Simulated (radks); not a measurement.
The numbers below are computed, except where a source is named.
Isoelectronic series with 20 electrons, all held in the configuration [Ar] 3d2, which need not be the ground one along the series. Code: a radial shooting solver on a logarithmic mesh with Libxc functionals. Model: Dirac Kohn-Sham, PBE, spin-unpolarised, spherical densities, point nucleus; open shells fill j = l - 1/2 first. Total energies (hartree) and mean radii <r> (bohr) (* marks an orbital that is empty in some or all of the ions):

ion    E (hartree)  3d5/2*   3d3/2   3p3/2
Zn10+  -1756.52625  0.6071  0.6051  0.6301
Ga11+  -1893.58238  0.5711  0.5691  0.5989
Ge12+  -2036.04798  0.5395  0.5375  0.5707
As13+  -2183.94361  0.5113  0.5093  0.5451
Se14+  -2337.29099  0.4862  0.4841  0.5217
Br15+  -2496.11294  0.4635  0.4614  0.5002
Kr16+  -2660.43338  0.4429  0.4408  0.4805
Rb17+  -2830.27734  0.4242  0.4221  0.4622
Sr18+  -3005.67097  0.4070  0.4049  0.4453
Zr20+  -3373.21735  0.3767  0.3744  0.4149
Nb21+  -3565.42804  0.3632  0.3609  0.4012
Mo22+  -3763.30428  0.3507  0.3484  0.3884
Tc23+  -3966.87799  0.3390  0.3366  0.3764
